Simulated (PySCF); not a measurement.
In(F)(vinyl)(NH2) (C2H5FInN), SMILES C=[CH][In]([NH2])[F].

Geometry: B3LYP-D3(BJ)/def2-SVP. The structure was generated by enumeration; whether it is a known compound was not checked. The def2 effective core potentials stand for the cores of In; spin–orbit coupling is left out. One conformer was computed; it need not be the lowest.

Computed with PySCF 2.14.0 with C-PCM-M06-2X/def2-SVP.

The values are the electrostatic part of the solvation free energy, E(continuum) − E(gas) at the gas-phase geometry, in a cavity of scaled van der Waals radii (PySCF's table); cavitation and dispersion terms are not included. A continuum can't describe solvent molecules that bind to the metal. In vacuum the orbital gap is 7.94 eV. The dipole moment in vacuum is 3.77 D.

| solvent | ε | ΔG(elec) (kcal/mol) | dipole (D) | gap (eV) |
|---|---|---|---|---|
| water | 78.36 | ___ | ___ | ___ |
| 1-octanol | 9.86 | -10.0 | 4.39 | 8.13 |
| chloroform | 4.71 | -8.7 | 4.30 | 8.10 |

Some entries are withheld; supply them. (Estimate from the structure and the level; the computed values follow.)


- water, ΔG(elec) (kcal/mol): -11.1
- water, dipole (D): 4.47
- water, gap (eV): 8.15
